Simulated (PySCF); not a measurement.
**Gas-phase XPS of `CC(C)O[SiH2][SiH2][SiH3]`, computed**

Compound: C3H14OSi3.
Cartesian coordinates in Å at the PBE0-D3(BJ)/def2-SVP level; atoms count from 1:
```xyz
21
C3H14OSi3 angstrom
C     -1.763   -1.685   -0.415
C     -1.678   -0.205   -0.086
C     -2.226    0.123    1.288
O     -0.325    0.223   -0.122
Si     0.514    0.709   -1.484
Si     2.597    1.274   -0.574
Si     2.646    0.134    1.476
H     -2.806   -2.036   -0.390
H     -1.181   -2.267    0.317
H     -1.358   -1.894   -1.417
H     -2.258    0.361   -0.843
H     -3.287   -0.156    1.366
H     -2.129    1.199    1.491
H     -1.661   -0.424    2.059
H     -0.205    1.835   -2.164
H      0.641   -0.402   -2.485
H      2.721    2.750   -0.355
H      3.718    0.838   -1.467
H      3.987    0.261    2.130
H      2.367   -1.317    1.247
H      1.611    0.701    2.391
```

Level of theory: PySCF 2.14.0, delta-SCF UKS SCAN, pcX-2 on the ionised atom, pcseg-1 elsewhere, spin-free X2C. These are vertical core ionisation energies against the vacuum level, from separate self-consistent calculations with and without the core hole.

Task: Give the core binding energies atom by atom.

Result: 
| atom(s) | bonded to | level | binding energy (eV) | 2p1/2 (eV) | above the level's lowest (eV) | count |
| --- | --- | --- | --- | --- | --- | --- |
| Si5 | O, 2 H and Si | Si 1s | 1846.62 | – | +0.91 | 1 |
| Si7 | 3 H and Si | Si 1s | 1845.97 | – | +0.26 | 1 |
| Si6 | 2 H and 2 Si | Si 1s | 1845.71 | – | 0.00 | 1 |
| O4 | C and Si | O 1s | 537.53 | – | 0.00 | 1 |
| C2 | O, 2 C and H | C 1s | 292.11 | – | +1.55 | 1 |
| C1/C3 | C and 3 H | C 1s | 290.56 | – | 0.00 | 2 |
| Si5 | O, 2 H and Si | Si 2p3/2 | 106.77 | 107.40 | +0.71 | 1 |
| Si7 | 3 H and Si | Si 2p3/2 | 106.26 | 106.88 | +0.20 | 1 |
| Si6 | 2 H and 2 Si | Si 2p3/2 | 106.06 | 106.69 | 0.00 | 1 |

Lowest listed C 1s: C1/C3, bonded to C and 3 H. Highest, 1.55 eV above it: C2, bonded to O, 2 C and H.

The listed Si 1s values span 0.91 eV, from Si6 (bonded to 2 H and 2 Si) to Si5 (bonded to O, 2 H and Si).

The listed Si 2p3/2 values span 0.71 eV, from Si6 (bonded to 2 H and 2 Si) to Si5 (bonded to O, 2 H and Si). The widest gap between neighbouring values is 0.51 eV, between 106.26 and 106.77 eV. Summing the Pauling electronegativity differences to the bonded atoms, each weighted by its formal bond order, gives +0.60 for the lowest site and +2.14 for the highest; no listed site has a larger sum than the highest.

Task: Which photon energy gives electrons from Si 2p3/2 of Si6 a kinetic energy of 100 eV, and what is their de Broglie wavelength?

Result: hν = 106.06 + 100 = 206.06 eV, recoil neglected; λ = 12.264 Å/√(E/eV) = 1.23 Å.

One atom of each set of topologically equivalent atoms was ionised and stands for the set; in this conformer not all members are related by symmetry, and their own values weren't computed. Spin–orbit and ligand-field terms were added within each 2p shell after the spin-free SCF. 2p1/2 minus 2p3/2 (ligand field included): Si 0.62 eV. The structure is a single PBE0-D3(BJ)/def2-SVP conformer in the gas phase; no vibrational or solvent corrections.
